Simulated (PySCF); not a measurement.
An unknown is described by computed data only.

Formula: CH6BF2OP.

| Item | Value |
| --- | --- |
| UV, first state | lowest singlet excitation: 7.23 eV (171 nm, f = 0.036) [TDDFT CAM-B3LYP/def2-SVPD] |
| Polarisability | 63.1 au [CAM-B3LYP/def2-SVPD] |
| Valence photoelectron | vertical ionisation energy: 10.37 eV [ΔSCF CAM-B3LYP/def2-SVPD] |
| 13C NMR | chemical shifts (computed TMS as zero) by class: 112.1 (1 C) ppm [GIAO HF/pcSseg-2] |
| 1H NMR | chemical shifts (computed TMS as zero) by class: 5.58 (1 H), 3.94 (3 H), 3.03 (2 H) ppm [GIAO HF/pcSseg-2] |
| UV, strongest line | among the 10 lowest singlet transitions: S7 at 8.30 eV (149 nm, f = 0.262) [TDDFT CAM-B3LYP/def2-SVPD] |
| Dipole | 4.59 D [CAM-B3LYP/def2-SVPD] |
| Triplet | lowest triplet excitation (Tamm–Dancoff): 6.61 eV [TDA CAM-B3LYP/def2-SVPD] |
| Rotational structure | rotational constants A, B, C: 5.967, 1.582, 1.338 GHz [PBE0-D3(BJ)/def2-SVP] |

Electronic properties: PySCF, gas phase, density fitting. Levels stand in brackets. The structure is a single PBE0-D3(BJ)/def2-SVP conformer in the gas phase; no vibrational or solvent corrections. NMR classes are plain means over equivalent atoms (diastereotopic ones count apart unless rotation or inversion swaps them), as if these changed places fast.

Question: What is the compound? Reason from the data.

Answer: Numbering: `[F:1][CH:2]([F:3])[O:4][BH2-:5][PH3+:6]`. The one carbon: CHF2 carbon [C2] (112.1 ppm). Hydrogen classes from least to most shielded: 1 H on a CHF2 carbon, C2 (5.58 ppm), 3 H on a phosphorus bonded to B and 3 H, P6 (3.94 ppm), 2 H on a four-coordinate boron, B5 (3.03 ppm). The first electron is taken from the HOMO, whose largest Löwdin shares are 0.36 on the boron-bound oxygen, 0.20 on the phosphorus bonded to B and 3 H, 0.16 on the four-coordinate boron and 0.11 on a B–H hydrogen. The optimised geometry has point group C1 and is an asymmetric top. Structure: `FC(F)O[BH2-][PH3+]`. The assignments are read from this structure; whether some other isomer fits the data as well wasn't checked.

The values belong to the conformer `[F:1][CH:2]([F:3])[O:4][BH2-:5][PH3+:6]`: F1–C2–O4–B5 -67°, C2–O4–B5–P6 75°.
